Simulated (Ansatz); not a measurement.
The molecule CuNi, multiplicity 4 (not the ground state: that is measured with 2S+1 = 2). No spin–orbit coupling. Ni is treated without relativity. Cu is treated without relativity.

Seven points along R, fitted to fifth degree in 1/R; most abundant isotopes. Runs in def2 and cc sets follow the lowest solution found near the PBE0 minimum.

Codes used: Ansatz (Gaussian basis) for Hartree–Fock, density functionals and correlated methods. 

| level | r_e (Å) | ω_e (cm⁻¹) | B_e (cm⁻¹) | ω_e x_e (cm⁻¹) | dipole (D) |
|---|---|---|---|---|---|
| PBE/def2-TZVPP | 2.384 | 192 | 0.0983 | 1.3 | 0.57 |
| PBE0/def2-TZVPP | 2.419 | 184 | 0.0955 | 1.5 | 0.96 |
| wB97X-V/def2-TZVPP | 2.448 | 177 | 0.0932 | 1.8 | 0.71 |

Ansatz is an electronic-structure program.
